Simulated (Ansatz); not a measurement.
Two structures of HfAlHCl4F2, singlet, reached by relaxing down either side of one saddle point (PBE0-D4/def2-TZVP). Energies are electronic, without zero-point energy. Program: Ansatz 0.2.0. Basis: def2-TZVPP and def2-QZVPP. Cores are frozen in the correlated methods. Core potentials replace the inner electrons of the atoms past krypton. Extrapolation: Hartree–Fock as exp(−7.88 √X), correlation as X^−2.97. First:

```xyz
9
angstrom
Al -0.8654 -1.5716 0.8126
H -1.8681 -1.4610 2.0025
F -1.0548 -0.1960 -0.3489
F -0.6782 -2.9244 -0.1025
Hf 0.5653 1.1315 -0.5821
Cl 1.1677 -0.7001 1.2368
Cl -0.6502 2.1506 -2.2807
Cl 0.8200 2.8585 0.9305
Cl 2.5639 0.7125 -1.6682
```

Second:

Al1  (-0.564, -1.535, 0.532)
H2  (-1.162, -0.037, 0.840)
F3  (-0.244, -1.031, -1.113)
F4  (-1.341, -2.928, 0.859)
Hf5  (0.328, 0.990, -0.390)
Cl6  (1.443, -1.064, 1.189)
Cl7  (-1.345, 2.001, -1.632)
Cl8  (0.621, 2.459, 1.381)
Cl9  (2.263, 1.145, -1.664)
(Å)

(1) Which bonds change from the first to the second?

(2) Give the saddle point's structure and its height above each. (An estimate is asked for; the value comes from the calculation.)

The T1 diagnostic stays at or below 0.015.

Results:

(1) HfAlHCl₄F₂ ([F][AlH]1[F][Hf]([Cl])([Cl])([Cl])[Cl]1) → HfAlHCl₄F₂ ([F][Al]12[H][Hf]([Cl])([Cl])([Cl])([F]1)[Cl]2); bonds formed: H2–Hf5.

(2) Computed: 6.56 kcal/mol above the first and 1.93 kcal/mol above the second (CCSD(T) at an estimated basis limit (MP2 extrapolated from triple and quadruple zeta, plus CCSD(T) − MP2 in triple zeta)).
```
atom    x (Å)    y (Å)    z (Å)
 Al1  -0.7223  -1.5243   0.6140
  H2  -1.5435  -0.2606   1.1158
  F3  -0.3753  -0.8989  -1.0162
  F4  -1.1211  -3.1035   0.7338
 Hf5   0.4868   0.9955  -0.4652
 Cl6   1.3443  -0.9319   1.1834
 Cl7  -1.1902   2.0430  -1.6800
 Cl8   0.7429   2.4990   1.2825
 Cl9   2.3784   1.1818  -1.7681
```

Ligand swaps between two centres remove the fluorinated layer in thermal atomic layer etching, and scramble precursors in the gas phase.

Labels in which every atom is bracketed show which atoms are joined, not bond orders.

For scale, one of the runs: CCSD(T)/def2-TZVPP, 342 basis functions, launched by `ansatz run in.yaml --threads 4 --pin off --events-out ev --progress --plain --max-ram 63488MiB --backend cuda --devices 0, --max-vram 37GiB`. Time: 14 s of wall clock on 4 CPU threads of an AMD EPYC 7R13 and a share of one NVIDIA H100; the host was shared. Peak host memory: 0.88 GiB.
